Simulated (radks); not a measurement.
Numerical settings for neutral neodymium, [Xe] 4f4 6s2. Calculated with a radial shooting solver on a logarithmic mesh with Libxc functionals: Dirac Kohn-Sham, PBEsol, spin-unpolarised, spherical densities, finite nucleus; open shells fill j = l - 1/2 first; Fermi nuclear charge, rms radius 4.9123 fm. The defaults (mesh step 0.008 in ln r, mesh end at 40 bohr or more with all orbitals vanishing there, Anderson mixing 0.5 over 9 steps, residual threshold near 1e-9 with the energy settled to 1e-9 hartree or 1e-11 of itself, here a cap of 52 iterations) give E = -9625.8631 hartree and 4f5/2 at -1.876 eV in 15 iterations. Run on one thread of a shared host, so times are rough (Intel(R) Xeon(R) Platinum 8559C): 0.14 s of CPU time, 0.14 s wall, 15 iterations on 2440 mesh points. Changes against that run (0 stands for a change within the tolerance of the run):

mesh step in ln r 0.03: iterations 15; converged yes; E (mhartree) +0.00239; e(4f5/2) (meV) 0; CPU (s) 0.05
mesh step in ln r 0.12: iterations 2; converged no; E (mhartree) diverged; CPU (s) 0.01
mesh step in ln r 0.02: iterations 15; converged yes; E (mhartree) 0; e(4f5/2) (meV) 0; CPU (s) 0.06
mesh end (bohr) 400: iterations 15; converged yes; E (mhartree) 0; e(4f5/2) (meV) 0; CPU (s) 0.14
mesh end (bohr) 12: iterations 14; converged yes; E (mhartree) +0.592; e(4f5/2) (meV) +49.2; CPU (s) 0.13
residual threshold 0.01: iterations 9; converged yes; E (mhartree) 0; e(4f5/2) (meV) +4; CPU (s) 0.1
residual threshold 1e-16: iterations 52; converged no; E (mhartree) 0; e(4f5/2) (meV) 0; CPU (s) 0.26
mixing 0.01: iterations 52; converged no; E (mhartree) 0; e(4f5/2) (meV) -0.134; CPU (s) 0.45
linear mixing, mixing 0.8: iterations 52; converged no; E (mhartree) +8.43e+03; e(4f5/2) (meV) -1.04e+05; CPU (s) 1.1
linear mixing, mixing 0.2: iterations 52; converged no; E (mhartree) 0; e(4f5/2) (meV) +0.00641; CPU (s) 0.37
mixing history 3: iterations 17; converged yes; E (mhartree) 0; e(4f5/2) (meV) 0; CPU (s) 0.15
iteration cap 3: iterations 3; converged no; E (mhartree) +26.6; e(4f5/2) (meV) +969; CPU (s) 0.04

No run marked as converged misses the energy by more than 1 mhartree. A mesh that ends early acts as a hard wall.
